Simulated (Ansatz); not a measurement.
`CS[Si](F)(F)Cl` → `[CH2]` (triplet) + `F[Si](F)(S)Cl` at 400 K and 1 bar (formal loss of a carbene).

Computed with Ansatz on PBE0-D4/def2-TZVP structures; ΔE is electronic, products minus reactants. CCSD(T)/CBS is the MP2 limit (def2-TZVPP, def2-QZVPP) plus CCSD(T) − MP2 in def2-TZVPP, frozen cores. This one scheme is used for every species. Triplets are unrestricted, without spin–orbit coupling. One conformer a species, not always the lowest.

| species | CCSD(T)/CBS energy (Eh) | H − E (kJ/mol) | S (J/(mol·K)) |
| --- | --- | --- | --- |
| `CS[Si](F)(F)Cl` | -1386.30078 | 161.9 | 417.9 |
| `[CH2]` (triplet) | -39.09499 | 59.0 | 205.7 |
| `F[Si](F)(S)Cl` | -1347.04322 | 76.8 | 372.1 |

H − E and S are ideal-gas, rigid-rotor, harmonic terms from PBE0-D4/def2-TZVP, for one conformer and one mirror image of each species, with the whole ground term of open shells counted as degenerate. 1 Eh = 2625.50 kJ/mol, R = 8.31446 J/(mol·K).

Task: By hand: ΔE, ΔH, ΔS and ΔG.

Result: ΔE = (-39.09499) + (-1347.04322) − (-1386.30078) = 0.16257 Eh = 426.8 kJ/mol. Δ(H − E) = 59.0 + 76.8 − 161.9 = -26.1, so ΔH = 400.7 kJ/mol. ΔS = 205.7 + 372.1 − 417.9 = 159.9 J/(mol·K). ΔG = 400.7 − 400 × (159.9)/1000 = 336.7 kJ/mol.

Task: By hand: the equilibrium constant, and the temperature at which ΔG would vanish if ΔH and ΔS stayed fixed.

Result: log₁₀ K = −ΔG/(RT ln 10) = -44.0. ΔG = 0 at ΔH/ΔS = 2506 K, far beyond where these terms or the molecules hold.

The number of gas molecules changes by +1, which sets the sign of ΔS. A doubt of 5 kJ/mol in ΔE shifts log₁₀ K by 0.7 here. Other conformers and mirror images would add mixing entropy, several J/(mol·K) or more a flexible species. Modes under 60 cm⁻¹, often nearly free rotors, make the harmonic entropy too high. A triplet takes part, so the spin changes. These are equilibria of isolated gas molecules and say nothing of rates. Largest T1 diagnostic: 0.011 (customary marks: 0.02 for closed shells, 0.045 for open ones).
